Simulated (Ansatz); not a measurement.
The cluster NbS₂⁻ (the lowest singlet isomer of a short search), 3 atoms. Hardware: 4 threads of Arm Neoverse N1 on a shared host.

In the def2 sets Nb takes a core potential; there is no spin–orbit coupling. Correlated methods freeze 10 core orbitals; core or outer-core shells of Nb are correlated, in sets that lack core-valence functions.

Problem. How many basis functions does each of these Ansatz runs have, and roughly what does it cost? BHLYP-D4/def2-TZVPD, charge -1 triplet, energy, from earlier orbitals; MP2/def2-TZVPD, charge -1 triplet, energy, from earlier orbitals; r2SCAN-D4/def2-TZVPD, charge 0 doublet at the geometry of the charge -1 singlet, energy, from earlier orbitals; revPBE-D4/def2-TZVPD, charge -1 triplet, energy, from earlier orbitals; revPBE-D4/def2-TZVPD, charge -1 quintet, energy, from earlier orbitals; PBE0-D4/def2-SVP, charge -1 singlet, energy with a search over starts; ωB97M-V/def2-TZVPD, charge -1 quintet, energy, from earlier orbitals; PBE-D4/def2-TZVPD, charge -1 quintet, energy, from earlier orbitals; CCSD(T)/def2-TZVPPD, charge -1 quintet, energy, from earlier orbitals; B3LYP-D4/def2-TZVPD, charge -1 singlet, relaxation, 4 steps; PBE-D4/def2-SVPD, charge -1 singlet, energy, from earlier orbitals; PBE0-D4/def2-TZVPD, charge -1 singlet, energy, from earlier orbitals.

Solution. Other jobs shared the machine, so times can vary by a factor of up to 3. A dash marks memory too small to be measured apart from the calling script's.

```
                                                                                                           run  functions  fitting or Cholesky vectors  wall time  peak host memory (GiB)
                                            PBE-D4/def2-SVPD, charge -1 singlet, energy, from earlier orbitals         88                          817      1.2 s                       –
                                         PBE0-D4/def2-SVP, charge -1 singlet, energy with a search over starts         67                          643      1.8 s                       –
                                          PBE0-D4/def2-TZVPD, charge -1 singlet, energy, from earlier orbitals        132                         1001      2.3 s                       –
                                              MP2/def2-TZVPD, charge -1 triplet, energy, from earlier orbitals        132                          909      2.5 s                       –
                                        revPBE-D4/def2-TZVPD, charge -1 quintet, energy, from earlier orbitals        132                          904      3.1 s                       –
                                           PBE-D4/def2-TZVPD, charge -1 quintet, energy, from earlier orbitals        132                          904      3.2 s                       –
                                        revPBE-D4/def2-TZVPD, charge -1 triplet, energy, from earlier orbitals        132                          904      6.5 s                       –
r2SCAN-D4/def2-TZVPD, charge 0 doublet at the geometry of the charge -1 singlet, energy, from earlier orbitals        132                          904      8.5 s                       –
                                                   B3LYP-D4/def2-TZVPD, charge -1 singlet, relaxation, 4 steps        132                          963      8.5 s                       –
                                         BHLYP-D4/def2-TZVPD, charge -1 triplet, energy, from earlier orbitals        132                         1130       11 s                    0.55
                                          ωB97M-V/def2-TZVPD, charge -1 quintet, energy, from earlier orbitals        132                          934       47 s                    0.69
                                         CCSD(T)/def2-TZVPPD, charge -1 quintet, energy, from earlier orbitals        158                          981       73 s                     1.9
```
